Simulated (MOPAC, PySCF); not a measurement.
Energy landscape of Br₃ (anion, charge -1), singlet: symmetric bend, bond length relaxed. Scanned: Br-Br-Br angle. Other coordinates (Br-Br bond length) were minimised at B3LYP/def2-TZVP. Each profile is relative to its own lowest point.

| a / ° | A | B | C |
|---|---|---|---|
| 180 | 0.0 | 0.0 | 0.0 |
| 170 | 1.2 | 1.4 | 1.5 |
| 160 | 5.3 | 5.7 | 6.6 |
| 150 | 12.2 | 12.5 | 14.7 |
| 140 | 22.0 | 21.3 | 25.6 |
| 130 | 35.0 | 31.6 | 39.1 |
| 120 | 50.9 | 42.8 | 54.8 |
| 110 | 69.9 | 54.4 | 72.4 |
| 100 | — | 65.7 | — |
| 90 | — | 76.3 | — |
| 80 | — | 85.5 | — |

Energies in mEh.

Which curve belongs to which method? The methods are AM1, restricted, heats of formation (MOPAC 23.2.5); PySCF with PBE0/aug-cc-pVDZ; PM3, restricted, heats of formation (MOPAC).

A is PM3; B is PBE0; C is AM1.

Dashes: no converged value, or the column stops at the first point that the program doubted or that broke a chosen test of continuity, which isn't proof of a fault.
